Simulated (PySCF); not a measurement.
Frontier orbitals and the lowest excitations

Species: adamantane, C10H16.
SMILES with atom numbers: `[CH2:1]1[C@H:2]2[CH2:3][C@H:4]3[CH2:5][C@@H:6]1[CH2:7][C@@H:8]([CH2:9]2)[CH2:10]3` (hydrogens: H11, H12 on C1; H13 on C2; H14, H15 on C3; H16 on C4; H17, H18 on C5; H19 on C6; H20, H21 on C7; H22 on C8; H23, H24 on C9; H25, H26 on C10)

Cartesian coordinates in Å at the PBE0-D3(BJ)/def2-SVP level; atoms count from 1:
```xyz
26
C10H16 angstrom
C     -1.3471   -0.8019    0.1090
C     -1.2875    0.6992   -0.1936
C     -0.6270    1.4283    0.9813
C      0.7929    0.8908    1.1911
C      0.7285   -0.6108    1.4909
C      0.0710   -1.3442    0.3171
C      0.8955   -1.1105   -0.9531
C      0.9601    0.3899   -1.2586
C     -0.4602    0.9284   -1.4630
C      1.6157    1.1195   -0.0812
H     -1.9577   -0.9827    1.0103
H     -1.8385   -1.3365   -0.7220
H     -2.3090    1.0873   -0.3428
H     -1.2243    1.2879    1.8985
H     -0.5957    2.5136    0.7838
H      1.2659    1.4169    2.0372
H      1.7442   -1.0062    1.6634
H      0.1553   -0.7877    2.4171
H      0.0255   -2.4244    0.5349
H      0.4440   -1.6509   -1.8027
H      1.9142   -1.5144   -0.8226
H      1.5535    0.5558   -2.1733
H     -0.4261    2.0048   -1.7037
H     -0.9362    0.4243   -2.3215
H      1.6872    2.1993   -0.2972
H      2.6468    0.7540    0.0640
```

Theory: PySCF, TDDFT wB97X-D/def2-SVPD, vertical, gas phase, core orbitals frozen in the response.

Kohn–Sham orbitals with the atoms that hold most of them (Löwdin shares over 4%, at most four atoms; ? is withheld):

```tsv
orbital	ε (eV)	atoms
LUMO+2	3.00	H19 9%, H15 8%, H16 8%, H20 7%
LUMO+1	3.00	H13 12%, C2 8%, H17 8%, H26 7%
LUMO	2.12	?
HOMO	-9.67	C6 12%, C7 9%, C8 9%, H19 9%
HOMO-1	-9.67	C8 11%, C2 9%, C9 9%, C4 9%
HOMO-2	-9.67	C4 11%, C2 10%, C3 10%, C8 8%
HOMO-3	-10.95	C3 14%, C7 12%, C1 12%, C10 12%
```

Task: Which atoms hold the LUMO, and with what shares?

Result: C5 (bonded to 2 C and 2 H) 5%; C7 (bonded to 2 C and 2 H) 5%; C10 (bonded to 2 C and 2 H) 5%; C9 (bonded to 2 C and 2 H) 5%.

Within 0.005 eV of a neighbour in this list lie HOMO-2/HOMO-1/HOMO and LUMO+1/LUMO+2 (point group found: Td); within a degenerate set the shares of single atoms can hang on how the components are chosen.

Task: How does S1 compare with the orbital gap of 11.79 eV?

Result: S1 is at 7.98 eV (f = 0.0075), 3.81 eV below the gap, made of HOMO-2/HOMO-1/HOMO→LUMO (≥86%). S1/S2/S3 lie within about 0.01 eV of each other. 

Next come S2 at 7.98 eV (f 0.0075), HOMO-2/HOMO-1/HOMO→LUMO (≥86%); S3 at 7.99 eV (f 0.0074), HOMO-2/HOMO-1/HOMO→LUMO (≥93%); S4 at 8.80 eV (f 0.0000), HOMO-2/HOMO-1/HOMO→LUMO+1/LUMO+2 (≥35%), HOMO-3→LUMO (24%); S5 at 8.80 eV (f 0.0000), HOMO-5→LUMO (21%), HOMO-2/HOMO-1/HOMO→LUMO+3 (≥15%), HOMO-2/HOMO-1/HOMO→LUMO+1/LUMO+2 (≥13%).

Orbitals of the list HOMO-3 to LUMO+2 that lie within 0.01 eV of each other are written together with a slash and their weights summed (≥ marks a lower bound); for degenerate orbitals outside that list single weights are arbitrary.

Löwdin shares depend on the basis, the more so with diffuse functions.
